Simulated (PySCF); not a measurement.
# Polarisability and C₆ of Ni (nickel, neutral)

[Ar] 3d8 4s2, high-spin 3F determinant. All numbers are calculated (PySCF 2.14, the non-relativistic Hamiltonian (point nucleus), in dyall-av2z). Coupled (time-dependent) response in atomic units; α is the mean over directions. A double-zeta set is small for polarisabilities.

| method | mean α (bohr³) | C₆ (like pair) | S(−4) |
| --- | --- | --- | --- |
| UHF | 65.12 | 574.8 | 2426 |
| PBE | 48.37 | 382.9 | 1232 |
| PBE0 | 51.75 | 420.0 | 1415 |

S(−4) is the Cauchy moment in α(ω) = α(0) + S(−4) ω² + …

Reference α: 49 ± 3 bohr³ (recommended; Schwerdtfeger and Nagle, table of static dipole polarizabilities (2023 update)). Published C₆: 373.0 (Chu and Dalgarno (2004); Tang, Norbeck and Certain (1976)).

Hartree-Fock lies above the reference because it lacks correlation, which contracts the outer shell.

α(iu) at UHF:

```
u (hartree)  α(iu) (bohr³)
          0          65.12
     0.0500          59.77
      0.100          48.50
      0.200          28.60
      0.300          17.76
      0.500          8.880
      0.750          5.084
       1.00          3.476
       1.50          2.073
       2.00          1.435
       3.00         0.8378
       5.00         0.4108
```
